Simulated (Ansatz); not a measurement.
C₂H₃AlO (`O=[C]1[CH2][AlH]1`), 7 atoms. Total charge 0; spin multiplicity 1. All runs use 2 threads of an Arm Neoverse V2 on a shared host. Correlated methods freeze the cores. Open-shell runs search over several starts.

Task: Give the basis size and wall time and peak host memory of each of these runs in Ansatz. UKS B3LYP-D4/def2-TZVPP energy of the cation; RHF-CCSD(T)/def2-TZVPP energy; RHF-CCSD(T)/def2-SVP energy; RKS B2PLYP (frozen core)/def2-TZVPP energy; RHF-MP2/def2-QZVPP energy; UKS ωB97X-V/def2-TZVPP energy of the cation; UKS B2PLYP (frozen core)/def2-TZVPP energy of the cation; RKS ωB97M-V/def2-QZVPP energy; RKS PBE0-D4/def2-TZVP frequencies; UKS r2SCAN-D4/def2-TZVPP energy of the cation; UKS PBE-D4/def2-TZVPP energy of the cation; RKS PBE0-D4/def2-TZVPP energy. (Estimate.)

Result: Ansatz gave: Other jobs shared the machine, so times are rough.

| level | job | functions | wall time | peak host memory (GiB) |
| --- | --- | --- | --- | --- |
| RHF-CCSD(T)/def2-SVP | energy | 75 | 1.6 s | 0.2 |
| RKS PBE0-D4/def2-TZVPP | energy | 177 | 2.1 s | 0.34 |
| UKS PBE-D4/def2-TZVPP | energy of the cation | 177 | 3.3 s | 0.21 |
| RKS B2PLYP (frozen core)/def2-TZVPP | energy | 177 | 3.8 s | 0.32 |
| UKS B3LYP-D4/def2-TZVPP | energy of the cation | 177 | 4.4 s | 0.4 |
| UKS r2SCAN-D4/def2-TZVPP | energy of the cation | 177 | 7 s | 0.26 |
| UKS B2PLYP (frozen core)/def2-TZVPP | energy of the cation | 177 | 12 s | 0.55 |
| RHF-MP2/def2-QZVPP | energy | 331 | 12 s | 1.2 |
| UKS ωB97X-V/def2-TZVPP | energy of the cation | 177 | 13 s | 0.55 |
| RKS ωB97M-V/def2-QZVPP | energy | 331 | 15 s | 0.92 |
| RHF-CCSD(T)/def2-TZVPP | energy | 177 | 30 s | 1.6 |
| RKS PBE0-D4/def2-TZVP | frequencies | 148 | 67 s | 0.28 |

B3LYP here is the variant with VWN-RPA as its local correlation; programs differ in this.
